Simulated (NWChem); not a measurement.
The numbers come from NWChem runs, not from measurements. System: CH3BO, charge 0, spin multiplicity 1, at a geometry optimised with PBE0/def2-SVP. The structure started from a generated list of species. Level: MP2/def2-TZVP, 3 core orbitals frozen.

Part of the output:

```
             Northwest Computational Chemistry Package (NWChem) 7.3.0
             --------------------------------------------------------

                                NWChem Input Module
                                -------------------

 Scaling coordinates for geometry "geometry" by  1.889725989
 (inverse scale =  0.529177249)

 Turning off AUTOSYM since
 SYMMETRY directive was detected!

                             Geometry "geometry" -> ""
                             -------------------------

 Output coordinates in angstroms (scale by  1.889725989 to convert to a.u.)

  No.       Tag          Charge          X              Y              Z
 ---- ---------------- ---------- -------------- -------------- --------------
    1 B                    5.0000     1.28133700     0.37996700     0.00000000
    2 H                    1.0000     1.74405600    -0.09859400     1.02260600
    3 H                    1.0000     1.74405600    -0.09859400    -1.02260600
    4 H                    1.0000     1.24032400     1.59947000     0.00000000
    5 O                    8.0000    -1.26045900    -0.37376400     0.00000000
    6 C                    6.0000    -0.17524000    -0.05200200     0.00000000

 Effective nuclear repulsion energy (a.u.)      56.5207572535

            Nuclear Dipole moment (a.u.)
            ----------------------------
        X                 Y               Z
 ---------------- ---------------- ----------------
     0.0000170075    -0.0000132281     0.0000000000

      Symmetry information
      --------------------

 Group name             Cs
 Group number              2
 Group order               2
 No. of unique centers     5

      Symmetry unique atoms

     1    2    4    5    6


 Summary of "ao basis" -> "" (spherical)
 ------------------------------------------------------------------------------
       Tag                 Description            Shells   Functions and Types
 ---------------- ------------------------------  ------  ---------------------
 *                         def2-tzvp                  on all atoms

 Summary of "ao basis" -> "ao basis" (spherical)
 ------------------------------------------------------------------------------
       Tag                 Description            Shells   Functions and Types
 ---------------- ------------------------------  ------  ---------------------
 B                         def2-tzvp                11       31   5s3p2d1f
[...]
    1 B    5     5.34   0.91  1.07  0.43  0.47  0.06  1.05  1.09  0.14  0.04  0.06  0.01
    2 H    1     0.99   0.24  0.51  0.22  0.01
    3 H    1     0.99   0.24  0.51  0.22  0.01
    4 H    1     0.99   0.24  0.51  0.22  0.01
    5 O    8     8.15   0.79  1.18  0.60  0.93  0.30  1.82  1.87  0.61  0.01  0.03  0.00
    6 C    6     5.54   0.86  1.12  0.62  0.64  0.06  1.04  0.92  0.11  0.05  0.11  0.02

       Multipole analysis of the density wrt the origin
       ------------------------------------------------

     L   x y z        total         open         nuclear
     -   - - -        -----         ----         -------
     0   0 0 0     -0.000000      0.000000     22.000000

     1   1 0 0     -0.631456      0.000000      0.000017
     1   0 1 0     -0.187306      0.000000     -0.000013
     1   0 0 1      0.000000      0.000000      0.000000

     2   2 0 0    -17.353873      0.000000    102.579888
     2   1 1 0     -0.892047      0.000000     28.203814
     2   1 0 1     -0.000000      0.000000      0.000000
     2   0 2 0    -14.610109      0.000000     15.832106
     2   0 1 1     -0.000000      0.000000      0.000000
     2   0 0 2    -14.345601      0.000000      7.468688

                   NWChem MP2 Semi-direct Energy/Gradient Module
                   ---------------------------------------------

  Basis functions       =    111
  Molecular orbitals    =    111
  Frozen core           =      3
  Frozen virtuals       =      0
  Active alpha occupied =      8
  Active beta occupied  =      8
  Active alpha virtual  =    100
  Active beta virtual   =    100
  Use MO symmetry       = T
  Use skeleton AO sym   = T

  AO/Fock/Back tols     =   1.0D-09  1.0D-09  1.0D-09

 GA uses MA = F    GA memory limited = T

 Available:
  local mem=  1.26D+08
 global mem=  1.44D+08
 local disk=  0.00D+00
  mp2_memr nvloc                   100
  nvloc new                   100
   1 passes of   8:        5242880                      65118                  16724661.
   1 passes of   8: M    126152106           G      144154558           F     120909226.

 Semi-direct pass number   1 of   1  for RHF alpha+beta  at        3.1s
  vrange nnbf                  6141
  mp2_eaftype                    63  avail_ma_in_mb                  1099
 EAF : mp2_eaftype filesize          63    8362331.
  mp2_eaf for mointskh                     63
Node 0 wrote     39.3 Mb in      0.0 s     Agg I/O rate:  2859.8 Mb/s
 Done moints_semi at        6.2s
  mp2_eaftype                    63  avail_ma_in_mb                  1036
 EAF : mp2_eaftype filesize          63    8362331.
  mp2_eaf for kh                    63
 Done maket at        6.4s
 Done multipass loop at        6.4s

          -------------------------------------------
          SCF energy                -139.195919632222
          Correlation energy          -0.491178693469
          Singlet pairs               -0.315631339737
          Triplet pairs               -0.175547353732
          Total MP2 energy          -139.687098325691
          -------------------------------------------

          ---------------------------------------------------
                    Spin Component Scaled (SCS) MP2
          Same spin pairs                     -0.117031569155
          Same spin scaling factor             0.333333333333
          Opposite spin pairs                 -0.374147124315
          Opposite spin scaling fact.          1.200000000000
          SCS-MP2 correlation energy          -0.487987072229
          Total SCS-MP2 energy              -139.683906704451
          ---------------------------------------------------

 -----------------------
 Performance information
 -----------------------

 Timer overhead =  1.69D-07 seconds/call

               Nr. of calls         CPU time (s)                 Wall time (s)                GFlops
             ---------------    -------------------     ------------------------------   -------------------
Name         Min   Avg   Max    Min     Avg     Max     Min     Avg     Max   Mx/calls   Min     Max     Sum
mp2: moin     1     1     1    3.1     3.1     3.1      3.1     3.1     3.1     3.1      0.0     0.0     0.0
mp2: make     1     1     1   0.18    0.18    0.18     0.18    0.18    0.18    0.18      0.0     0.0     0.0
mp2: tota     1     1     1    3.3     3.3     3.3      3.3     3.3     3.3     3.3      0.0     0.0     0.0

 The average no. of pstat calls per process was 3.00D+00
 with a timing overhead of 5.07D-07s

 Task  times  cpu:        6.3s     wall:        6.3s

 Total times  cpu:        6.4s     wall:        6.4s
```

Write an NWChem input that would produce this output.

This is not unique; one that fits is 
```
start mol
memory heap 200 mb stack 900 mb global 1100 mb
geometry units angstroms nocenter noautoz
  B      1.281337     0.379967     0.000000
  H      1.744056    -0.098594     1.022606
  H      1.744056    -0.098594    -1.022606
  H      1.240324     1.599470     0.000000
  O     -1.260459    -0.373764     0.000000
  C     -0.175240    -0.052002     0.000000
  symmetry group Cs
end
basis spherical
  * library def2-tzvp
end
scf
  rhf
  nopen 0
  maxiter 100
  thresh 1e-7
  semidirect memsize 60000000 filesize 0
end
mp2
  freeze core 3
end
task mp2 energy
```
